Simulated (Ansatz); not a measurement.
InH2F, relaxed as a singlet with RKS PBE0-D4/def2-TZVP in Ansatz, starting from the GFN2-xTB geometry. Force threshold 0.02 eV/Å.

In the def2 sets In takes a core potential; there is no spin–orbit coupling.

Start:

```csv
atom,x (Å),y (Å),z (Å)
In1,0.093,0.055,0.083
H2,1.378,-0.979,0.465
H3,-0.228,1.649,0.550
F4,-1.242,-0.725,-1.098
```

Estimate the energy that the relaxation releases and the steps that it takes.

0.02 eV, in 4 steps; 3.4 s on 4 threads of Arm Neoverse V1 on a shared host. No frequencies were taken in this run, so the end may be a saddle point.

Does the start keep its bonding and symmetry?

By distances, no bond broke or formed. The bond that changes most is In1–F4, from 1.95 to 1.96 Å (atoms count from 1). Point group C2v at the start, C2v at the end, both within 0.05 Å.

Predict the relaxed structure.


```csv
atom,x (Å),y (Å),z (Å)
In1,0.1326,0.0773,0.1171
H2,1.3727,-1.0452,0.4339
H3,-0.2912,1.6757,0.5217
F4,-1.2141,-0.7078,-1.0727
```
Bond lengths: 1 × F–In 1.96 Å; 2 × H–In 1.70 Å.
